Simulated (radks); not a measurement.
Results of a calculation; reference values are marked as such.
All-electron atom: Se+ in [Ar] 3d9.5 4s1.5 4p4 (fractional occupations, a model configuration). Code: a radial shooting solver on a logarithmic mesh with Libxc functionals. Model: Dirac Kohn-Sham, PBEsol, spin-unpolarised, spherical densities, point nucleus; open shells fill j = l - 1/2 first.

Unscreened Slater integrals over Kohn-Sham orbitals (eV). Large and small components are both included.

integral           value
F0(4p3/2,4p3/2)   11.979
F2(4p3/2,4p3/2)   6.2565
F0(4p3/2,4p1/2)   12.083
G2(4p3/2,4p1/2)   6.3051
F0(4p3/2,4s1/2)   13.017
G1(4p3/2,4s1/2)   8.5589
F0(4p3/2,3d5/2)   15.646
F2(4p3/2,3d5/2)   3.1670
G1(4p3/2,3d5/2)   1.0696
G3(4p3/2,3d5/2)  0.97527
F0(4p1/2,4p1/2)   12.190
F0(4p1/2,4s1/2)   13.155
G1(4p1/2,4s1/2)   8.7369
F0(4p1/2,3d5/2)   15.900
G3(4p1/2,3d5/2)   1.0189
F0(4s1/2,4s1/2)   14.420
F0(4s1/2,3d5/2)   18.405
G2(4s1/2,3d5/2)   1.6162
F0(3d5/2,3d5/2)   40.315
F2(3d5/2,3d5/2)   19.214
F4(3d5/2,3d5/2)   12.069
